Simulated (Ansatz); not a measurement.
Reaction (formal hydrolysis of the Si–C bond): `C[SiH2]B(F)F` + H₂O → `O[SiH2]B(F)F` + CH₄

Calculated with Ansatz (gas phase, PBE0-D4/def2-TZVP geometries, no zero-point term in ΔE). CCSD(T)/CBS adds triple-zeta CCSD(T) − MP2 to the extrapolated MP2 energy (def2 sets, frozen cores). This one scheme is used for every species. DFT in def2-TZVPP. Each species was taken in one conformer, which may not be the lowest.

`C[SiH2]B(F)F`:

```xyz
10

C     0.968   -0.320    1.103
Si   -0.600   -0.412    0.084
B    -0.557    0.869   -1.497
F     0.476    1.659   -1.738
F    -1.564    0.962   -2.347
H     1.114    0.689    1.496
H     1.839   -0.574    0.496
H     0.926   -1.012    1.946
H    -0.809   -1.787   -0.452
H    -1.794   -0.073    0.909
```

H₂O:

Z-matrix (Å, degrees):
```
O
H 1 0.960
H 1 0.960 2 105.1
```

`O[SiH2]B(F)F`:

```xyz
8

O     1.410   -0.909   -0.708
Si    0.203   -0.639    0.382
B    -0.955    0.950   -0.155
F    -2.095    1.225    0.449
F    -0.591    1.779   -1.120
H     1.905   -0.153   -1.027
H    -0.608   -1.880    0.426
H     0.730   -0.373    1.752
```

CH₄:

Cartesian coordinates in Å:
```
C 0.000 0.000 0.000
H 0.185 -1.066 0.126
H 0.284 0.301 -1.008
H 0.589 0.559 0.726
H -1.059 0.206 0.156
```

| level | ΔE (kcal/mol) | difference from CCSD(T)/CBS |
| --- | --- | --- |
| PBE-D4 | -18.9 | 1.3 |
| r2SCAN-D4 | -21.3 | -1.1 |
| PBE0-D4 | -19.3 | 0.9 |
| ωB97X-V | -21.1 | -0.9 |
| r2SCAN | -21.4 | -1.2 |
| HF/def2-TZVPP | -25.0 | -4.8 |
| MP2/def2-TZVPP | -21.2 | -1.0 |
| CCSD/def2-TZVPP | -21.2 | -1.0 |
| HF/CBS(def2) | -25.1 | -4.9 |
| MP2/CBS(def2) | -20.7 | -0.5 |
| CCSD(T)/CBS | -20.2 | 0 |

Largest T1 diagnostic among the species: 0.013.

In def2-TZVPP, CCSD(T) changes the Hartree–Fock value by +4.3 kcal/mol (the triples alone add +0.5 kcal/mol) and MP2 by +3.8 kcal/mol.
